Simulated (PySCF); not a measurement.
## Input and output

[NdH3(H2O)]− (singlet in the valence; each metal's 4f electrons, 4 of them, lie in its core potential, out of spins and levels). PySCF 2.14.0, RKS PBE0, Nd lcecp-0-SVP with ECP50, H def2-SVP, O def2-SVP; non-relativistic Hamiltonian with scalar-relativistic core potentials where named; density fitting; no spin-orbit coupling. The geometry is an unrelaxed template.

```python
mol = gto.M(atom='''
Nd     0.00000     0.00000     0.00000
H      1.39860     1.39860     1.39860
H     -1.39860    -1.39860     1.39860
H      1.39860    -1.39860    -1.39860
O     -1.54870     1.54870    -1.54870
H     -1.88940     2.43390    -1.34490
H     -1.88940     1.34490    -2.43390''',
    basis={'Nd': 'lcecp-0-SVP', 'H': 'def2-SVP', 'O': 'def2-SVP'},
    ecp={'Nd': 'lcecp-0-SVP'},
    charge=-1, spin=0)
mf = dft.RKS(mol, xc='PBE0')
mf.grids.atom_grid = (50, 194)  # f atoms: unpruned, at least (60, 302)
mf = mf.density_fit()  # fitting sets: Nd AutoAux, H def2-universal-JKFIT, O def2-universal-JKFIT
mf.conv_tol = 1e-08; mf.max_cycle = 55
mf.kernel(dm0)  # dm0: free metal ions and neutral atoms
```

Run from Python with OMP_NUM_THREADS=2; the lines above give its settings. Where DIIS fails, smearing, a level shift and second-order steps follow.
It took 3 s on 2 threads of Arm Neoverse V1 (shared host), peak memory 0.44 GiB.

The 4f levels lie in the core potential and are missing.

Problem. What are the Mulliken charges and spins?

Solution. 
| atom | charge (e) | spin (e) |
| --- | --- | --- |
| Nd1 | -0.162 | 0.000 |
| H2 | -0.314 | 0.000 |
| H3 | -0.316 | 0.000 |
| H4 | -0.314 | 0.000 |
| O5 | -0.278 | 0.000 |
| H6 | 0.192 | 0.000 |
| H7 | 0.192 | 0.000 |
The spin of the 4f electrons in the core isn't counted.

An lcecp potential fixes the number of 4f electrons, so in runs with it no electron can move into or out of that shell; real Nd(II) is rare or takes another configuration.
